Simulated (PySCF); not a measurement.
## C₆ coefficients of unlike pairs at UHF

Calculated with PySCF 2.14 from the dipole response of each species, C₆(A,B) = (3/π) ∫ α_A(iu) α_B(iu) du, in atomic units, from isotropic polarisabilities. For ions this is the dispersion term alone; charge-induced terms of lower order in 1/R come first.

| species | configuration | basis | relativity | α (bohr³) | C₆ (like pair) |
| --- | --- | --- | --- | --- | --- |
| Pb | [Xe] 4f14 5d10 6s2 6p2 (3P) | aug-cc-pVQZ-PP with one added diffuse shell each of s, p, d, f, g type with ECP60MDF (8s8p6d4f3g) | core potential | 62.87 | 741.1 |
| B⁻ | [He] 2s2 2p2 (3P) | aug-cc-pCVTZ-DK with one added diffuse shell each of s, p, d, f type (8s7p5d3f) | spin-free X2C | 198.0 | 2082 |
| Fe²⁺ | [Ar] 3d6 (5D) | x2c-QZVPPall with one added diffuse shell each of s, p, d, f, g type (12s8p6d5f3g) | spin-free X2C | 3.172 | 9.019 |
| O²⁺ | [He] 2s2 2p2 (3P) | aug-pcseg-3 (6s5p5d3f2g) | none | 1.801 | 2.352 |

(1) Estimate C₆ for Fe²⁺ with B⁻.

No spin-orbit coupling is included, so Pb, close to jj coupling, stand for model states.

The other pairs:

```json
{"pair": "O²⁺, Pb", "C₆": "35.73"}
{"pair": "Fe²⁺, Pb", "C₆": "66.27"}
{"pair": "O²⁺, Fe²⁺", "C₆": "4.577"}
{"pair": "B⁻, Pb", "C₆": "1103"}
{"pair": "O²⁺, B⁻", "C₆": "42.31"}
```

## Answers

(1) The integral gives 76.27. The combination rule 2 C_A C_B / (C_A α_B/α_A + C_B α_A/α_B) gives 62.98 and the geometric mean 137.0.
